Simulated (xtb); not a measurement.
FGeH₅Si, SMILES [GeH3][SiH2]F. All values are semi-empirical tight-binding results from xtb (GFN2-xTB unless named), good for trends rather than for accurate numbers. Coordinates come from a GFN2-xTB optimisation. The structure was generated by enumeration, and PubChem lists no compound with its InChIKey, so it may never have been made.

Optimised geometry:

Bonded distances (Å): Si1–F2 1.609, Si1–Ge3 2.326, Si1–H4 1.457, Si1–H5 1.457, Ge3–H6 1.499, Ge3–H7 1.499, Ge3–H8 1.497. Bond angles (°): F2–Si1–Ge3 107.5, F2–Si1–H4 104.0, F2–Si1–H5 103.8, Ge3–Si1–H4 114.4, Ge3–Si1–H5 114.0, H4–Si1–H5 112.0, Si1–Ge3–H6 113.7, Si1–Ge3–H7 114.7, Si1–Ge3–H8 115.9, H6–Ge3–H7 103.2, H6–Ge3–H8 103.9, H7–Ge3–H8 103.9.
Charge 0, spin multiplicity 1.

For metal compounds this method's bond lengths and energies can be far off.

```yaml
orbital_gap: 5.06 eV
zero_point_energy: 25.6 kcal/mol
G − E(el) at 298.15 K (modified RRHO): 6.4 kcal/mol
```

### Question
Give the atomic charges and the Wiberg bond orders between heavy atoms. (Estimate from the structure and the level; the computed values follow.)

### Answer
charges (e) Si1 0.52, F2 -0.27, Ge3 0.02, H4 -0.08, H5 -0.08, H6 -0.05, H7 -0.04, H8 -0.03. Bond orders Si1–F2 1.12, Si1–Ge3 0.76.
